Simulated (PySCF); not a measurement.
AlOBr, SMILES [O]=[Al][Br].

Coordinates come from a r2SCAN-D4/def2-TZVP optimisation.

These are TDDFT-LC-ωPBE/def2-SVPD (PySCF) values and carry that method's errors.

Vertical excitations; the highest root listed may be one member of a degenerate set. The molecule is in vacuum. State labels are in the subgroup C2v.

Computed UV-visible absorptions:
```json
[
 {"state": "S1", "symmetry": "B2", "energy (eV)": "4.03", "λ (nm)": "307", "f": "0.028", "main pairs": "HOMO→LUMO (degenerate set)"},
 {"state": "S2", "symmetry": "B1", "energy (eV)": "4.03", "λ (nm)": "307", "f": "0.028", "main pairs": "HOMO−1→LUMO (degenerate set)"},
 {"state": "S3", "symmetry": "A1", "energy (eV)": "5.41", "λ (nm)": "229", "f": "0.059", "main pairs": "HOMO−2→LUMO 75 %"},
 {"state": "S4", "symmetry": "A2", "energy (eV)": "5.80", "λ (nm)": "214", "f": "0.000", "main pairs": "HOMO−1→LUMO+2 47 %, HOMO→LUMO+1 47 %"},
 {"state": "S5", "symmetry": "A2", "energy (eV)": "5.94", "λ (nm)": "209", "f": "0.000", "main pairs": "HOMO→LUMO+1, HOMO−1→LUMO+2 (degenerate set)"},
 {"state": "S6", "symmetry": "A1", "energy (eV)": "5.94", "λ (nm)": "209", "f": "0.000", "main pairs": "HOMO→LUMO+2, HOMO−1→LUMO+1 (degenerate set)"},
 {"state": "S7", "symmetry": "B2", "energy (eV)": "6.65", "λ (nm)": "187", "f": "0.038", "main pairs": "HOMO−3→LUMO (degenerate set)"},
 {"state": "S8", "symmetry": "B1", "energy (eV)": "6.65", "λ (nm)": "187", "f": "0.038", "main pairs": "HOMO−4→LUMO (degenerate set)"},
 {"state": "S9", "symmetry": "B2", "energy (eV)": "7.10", "λ (nm)": "175", "f": "0.028", "main pairs": "HOMO−2→LUMO+2 (degenerate set)"},
 {"state": "S10", "symmetry": "B1", "energy (eV)": "7.10", "λ (nm)": "175", "f": "0.028", "main pairs": "HOMO−2→LUMO+1 (degenerate set)"},
 {"state": "T1", "symmetry": "B2", "energy (eV)": "3.43", "λ (nm)": "361", "f": "0", "main pairs": "HOMO→LUMO (degenerate set)"},
 {"state": "T2", "symmetry": "B1", "energy (eV)": "3.43", "λ (nm)": "361", "f": "0", "main pairs": "HOMO−1→LUMO (degenerate set)"},
 {"state": "T3", "symmetry": "A1", "energy (eV)": "4.27", "λ (nm)": "290", "f": "0", "main pairs": "HOMO−2→LUMO 75 %"},
 {"state": "T4", "symmetry": "A1", "energy (eV)": "5.21", "λ (nm)": "238", "f": "0", "main pairs": "HOMO→LUMO+2 38 %, HOMO−1→LUMO+1 38 %, HOMO−2→LUMO 15 %"}
]
```
Triplets are in the Tamm–Dancoff approximation, which puts them higher than full response would, so one can lie above its singlet here.
